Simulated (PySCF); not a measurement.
From one molecule to another.

First species: C3H8BrGeN.
Numbering: `[NH2:1][Ge@H:2]([Br:3])[CH:4]1[CH2:5][CH2:6]1` (hydrogens: H7, H8 on N1; H9 on Ge2; H10 on C4; H11, H12 on C5; H13, H14 on C6)

Second species: C₃H₈BrGeN.
SMILES: `C=[C](C)[Ge@@H]([NH2])[Br]`

Levels: wB97X-D/def2-SVPD for dipole moment, HOMO energy, LUMO energy, HOMO–LUMO gap, static isotropic polarisability and electronic spatial extent ⟨r²⟩ about the centre of nuclear charge; TDDFT wB97X-D/def2-SVPD for lowest singlet excitation; TDA wB97X-D/def2-SVPD for lowest triplet excitation (Tamm–Dancoff); ΔSCF wB97X-D/def2-SVPD for vertical ionisation energy; PBE0-D3(BJ)/def2-SVP for rotational constant A and rotational constant C. Geometries: PBE0-D3(BJ)/def2-SVP. All species are isolated and taken at one optimised geometry, non-relativistic unless stated; the electronic structure was computed with PySCF and density fitting.

Dipoles, sizes and rotational constants follow the conformer. The torsions of the flexible species, by atom-mapped SMILES:
- `[NH2:1][Ge@H:2]([Br:3])[CH:4]1[CH2:5][CH2:6]1`: N1–Ge2–C4–C5 53°, H–N1–Ge2–Br3 -23°, H–N1–Ge2–Br3 -147°
- `[CH2:1]=[C:2]([CH3:3])[Ge@@H:4]([NH2:5])[Br:6]`: C1–C2–Ge4–N5 124°, H–N5–Ge4–C2 -64°, H–N5–Ge4–C2 64°

```
                                                         property    column X    column Y
                                                    dipole moment      3.22 D      2.48 D
                                                      HOMO energy    -9.42 eV    -9.55 eV
                                                      LUMO energy     1.04 eV     1.43 eV
                                                    HOMO–LUMO gap    10.46 eV    10.98 eV
                                        lowest singlet excitation     6.02 eV     6.46 eV
                         lowest triplet excitation (Tamm–Dancoff)     4.33 eV     6.13 eV
                                  static isotropic polarisability     97.1 au     92.5 au
                                       vertical ionisation energy     9.57 eV     9.74 eV
electronic spatial extent ⟨r²⟩ about the centre of nuclear charge  1375 bohr²  1369 bohr²
                                            rotational constant A   2.119 GHz   2.600 GHz
                                            rotational constant C   0.869 GHz   0.835 GHz
```

Task: Which column belongs to which species?

Result: Column X is the second species and column Y the first. The first has 14 atoms and 100 electrons, the second 14 and 100.

Task: How does each property change from the first species to the second?

Result: dipole moment +0.74 D; HOMO energy +0.13 eV; LUMO energy -0.39 eV; HOMO–LUMO gap -0.52 eV; lowest singlet excitation -0.44 eV; lowest triplet excitation (Tamm–Dancoff) -1.80 eV; static isotropic polarisability +4.6 au; vertical ionisation energy -0.17 eV; electronic spatial extent ⟨r²⟩ about the centre of nuclear charge +6 bohr²; rotational constant A -0.481 GHz; rotational constant C +0.034 GHz.

On the first: The 10 singlets span 6.46 to 8.17 eV, and their oscillator strengths add up to 0.45. The calculation is non-relativistic and has no spin–orbit coupling, an omission that weighs most on bromine and germanium.

On the second: The dipole matches unit charges of opposite sign 0.67 Å apart (1 e·Å = 4.8032 D). The principal polarisabilities are 87.0, 90.9 and 113.4 au; their mean is the isotropic value. Relativistic effects, spin–orbit coupling among them, are left out although an element past zinc is present.
